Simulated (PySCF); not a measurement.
# One molecule, several mistakes: B2H5OSi cation

All numbers below are calculated, not measured. They come from PySCF 2.14.0, an open-source quantum chemistry program, on an isolated molecule that a program drew, which may never have been made. The molecule is B2H5OSi cation (charge +1, singlet), drawn as the SMILES string `OBB[SiH2+]`.

Each row is a Hartree-Fock (HF) and frozen-core CCSD(T) single point in the cc-pV(D+d)Z basis, meant for a local HF minimum. Run 1 is clean. Each other run has one planted mistake out of seven kinds, and not every kind appears here: one electron removed, one electron added, multiplicity raised by two, geometry at a saddle point, minimal basis STO-3G, one bond length entered in bohr, all coordinates scaled. The reference is restricted for singlets and unrestricted otherwise, and also for a bond in bohr. Adding or removing an electron swaps singlet and doublet. Electrons count all cores. HOMO and LUMO are orbital energies over both spins, the gradient is its largest component, and the lowest frequency (negative if imaginary) is given only where the gradient is small. Bond lengths are over the 8 bonds as drawn. T1 is the CCSD diagnostic: over 0.02 (restricted) or 0.045 (unrestricted) a single reference is doubtful.

Geometry of the clean run:
```xyz
9
B2H5OSi cation, angstrom
O    -1.4090   -2.4148   -1.2655
B    -2.3123   -1.4496   -1.0725
B    -1.9379    0.0897   -1.7652
Si   -0.5836    1.3523   -0.9813
H    -1.6411   -3.2749   -0.9381
H    -3.3339   -1.6013   -0.4650
H    -2.4488    0.4788   -2.7753
H    -0.9070    2.3606    0.0353
H     0.8338    1.3113   -1.3598
```

| run | electrons | basis functions | <S^2> | HOMO (eV) | LUMO (eV) | gradient (hartree/bohr) | lowest frequency (cm^-1) | mean bond (Å) | longest bond (Å) | T1 | HF (hartree) | CCSD(T) (hartree) | mistake |
|---|---|---|---|---|---|---|---|---|---|---|---|---|---|
| 1 | 36 | 90 | 0.000 | -15.95 | -5.51 | 3.6e-05 | 63 | 1.4194 | 2.011 | 0.0186 | -415.80689 | -416.28917 | no fault |
| 2 | 36 | 90 | 0.928 | -13.83 | -5.55 | 3.3e-02 | - | 1.5680 | 2.525 | 0.0350 | -415.63772 | -416.08636 | one bond length entered in bohr |
| 3 | 36 | 90 | 0.000 | -16.03 | -5.47 | 3.2e-02 | - | 1.3811 | 1.956 | 0.0182 | -415.80084 | -416.28002 | all coordinates scaled |
| 4 | 36 | 90 | 2.032 | -12.80 | -7.97 | 7.4e-02 | - | 1.4194 | 2.011 | 0.0448 | -415.69385 | -416.17310 | multiplicity raised by two |
| 5 | 36 | 29 | 0.000 | -14.35 | -2.40 | 5.3e-02 | - | 1.4194 | 2.011 | 0.0211 | -410.90580 | -411.10379 | ? |
| 6 | 36 | 90 | 0.000 | -15.94 | -6.46 | 5.0e-05 | -235 | 1.4332 | 2.101 | 0.0165 | -415.78982 | -416.27062 | ? |

**Which mistake was planted in run 5, and what did it cost?**

It has 29 basis functions where the clean run has 90, with the same electrons and geometry. So the mistake is: minimal basis STO-3G. Subtracting run 1 and multiplying by 627.51 kcal/mol a hartree, the energy moved by 3075.5 kcal/mol in HF and 3253.9 kcal/mol in CCSD(T).

**Which mistake was planted in run 6, and what did it cost?**

The gradient is small, so the point is stationary, but the lowest frequency is imaginary (-235 cm^-1). So the mistake is: geometry at a saddle point. Subtracting run 1 and multiplying by 627.51 kcal/mol a hartree, the energy moved by 10.7 kcal/mol in HF and 11.6 kcal/mol in CCSD(T).

Cautions from the logs. Run 5: T1 is over the limit, so its CCSD(T) energy is less reliable.
